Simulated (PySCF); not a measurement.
Cl2F2HNW, multiplicity 1. Atoms are numbered in the order given.

```xyz
7

W     -0.0448     0.1832     0.0000
N     -1.7599     0.4786     0.0000
H     -2.7592     0.6714     0.0000
F      0.4004     1.9782     0.0000
F      1.8624    -0.0476     0.0000
Cl    -0.0580    -1.0280     1.9150
Cl    -0.0580    -1.0280    -1.9150
```

Geometry: PBE0-D3(BJ)/def2-SVP. The spin state was assumed, not searched. The structure was generated by enumeration; whether it is a known compound was not checked. The def2 effective core potentials stand for the cores of W; spin–orbit coupling is left out.

Computed with PySCF with PBE/def2-TZVP.

```
Property                                                                                                        Value
---------------------------------------------------------------------------------------------  ----------------------
total energy                                                                                      -1242.33142 hartree
point group                                                                                                        Cs
highest occupied level                                                                                       -7.63 eV
lowest empty level                                                                                           -4.02 eV
orbital gap                                                                                                   3.60 eV
dipole moment                                                                                                  3.36 D
quadrupole, principal values (traceless, Buckingham form, about the centre of nuclear charge)   -3.70, 0.88, 2.82 D·Å
mean static polarisability                                                                      76.0 bohr³ (11.26 Å³)
polarisability, principal values                                                               64.8, 76.9, 86.3 bohr³
```
